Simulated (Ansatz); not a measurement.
The same silylene extrusion along the group F, Cl, Br.

Calculated with Ansatz (gas phase, PBE0-D4/def2-TZVP geometries, no zero-point term in ΔE). CCSD(T)/CBS adds triple-zeta CCSD(T) − MP2 to the extrapolated MP2 energy (def2 sets, frozen cores). Small cases extrapolate CCSD(T) itself. For Br outer-core shells are correlated without core-valence functions, which leaves a few kJ/mol of doubt a bond. Scalar relativity is left out up to krypton.

Order these by ΔE at CCSD(T)/CBS, lowest first. (An estimate is asked.)
A. `Br[SiH](Br)Br` → `Br[Si]Br` + HBr
B. `Cl[SiH](Cl)Cl` → `Cl[Si]Cl` + HCl
C. `F[SiH](F)F` → `F[Si]F` + H–F

A (+55.5 kcal/mol), B (+58.9 kcal/mol), C (+72.0 kcal/mol).

Largest T1 diagnostic: 0.015, for `F[Si]F`.

Extrapolated directly: `Cl[SiH](Cl)Cl` → `Cl[Si]Cl` + HCl.
